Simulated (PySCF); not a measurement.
**Question.** What does the PBE0-D3(BJ)/def2-SVP structure of InChI=1S/C7H4N2S/c1-2-6-3-8-7(5-10)9-4-6/h1,3-5H look like in three dimensions?

**Answer.** 
```xyz
14
C7H4N2S angstrom
C      3.9139    0.7068   -0.3260
C      2.7271    0.4839   -0.2100
C      1.3368    0.2261   -0.0714
C      0.6659   -0.7272   -0.8564
N     -0.6281   -0.9625   -0.7242
C     -1.2930   -0.2524    0.1969
C     -2.7322   -0.5562    0.2984
S     -3.7869    0.1349    1.3070
N     -0.7553    0.6748    0.9949
C      0.5349    0.9103    0.8641
H      4.9656    0.9036   -0.4297
H      1.2134   -1.3056   -1.6086
H     -3.0359   -1.3378   -0.4143
H      0.9811    1.6698    1.5161
```

Orientation and origin are arbitrary. Atoms count from 1 in this order. N5 (pyridine-type nitrogen) is bent (angle 117.4°). The 10 heavy atoms lie in one plane (0.002 Å rms). The 6-membered ring C3–C4–N5–C6–N9–C10 has internal angles of 115.4° to 125.4° (sum 720°, against 720° for a flat polygon); it is planar, 0.00 Å rms from its mean plane, widest ring torsion 0°. The C–N distances run from 1.318 Å (N9–C10, aromatic) to 1.340 Å (N5–C6, aromatic), a spread of 0.022 Å.

Bonds between heavy atoms (Å): C1≡C2 1.213, C2–C3 1.421, C3–C4 1.405, C4–N5 1.322, N5–C6 1.340, C6–C7 1.474, C7=S8 1.615, C6–N9 1.336, N9–C10 1.318, C3–C10 1.409.

Computed with PBE0-D3(BJ)/def2-SVP geometry optimisation, gas phase (PySCF 2.14.0).

Point group: Cs (tolerance 0.08 Å). Whether it is a minimum is left open (no frequencies). One conformer, not necessarily the lowest (N5–C6–C7–S8 180°).
